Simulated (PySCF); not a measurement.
The calculation used delta-SCF UKS SCAN, pcX-2 on the ionised atom, pcseg-1 elsewhere, spin-free X2C (PySCF). Geometries: PBE0-D3(BJ)/def2-SVP; isolated species, one conformer each. Values against the vacuum level.

Question: Order these sites by rising C 1s binding energy.
A. C1 in `[CH3:1][C:2](=[O:3])[n:4]1[cH:5][cH:6][n:7][cH:8]1`
B. C5 in `[NH2:1][Si@H:2]([CH2:3][SiH3:4])[c:5]1[cH:6][cH:7][cH:8][o:9]1`
C. C4 in `[CH3:1][c:2]1[cH:3][cH:4][o:5][c:6]1[SiH2:7][NH:8][SiH3:9]`
D. Carbon in `[SiH3][SiH2]CF`

Answer: B (290.71 eV), C (291.41 eV), A (291.79 eV), D (292.59 eV).

The highest is bonded to F, 2 H and Si, the lowest to O (aromatic in the SMILES), C (aromatic in the SMILES) and Si; the range is 1.88 eV.
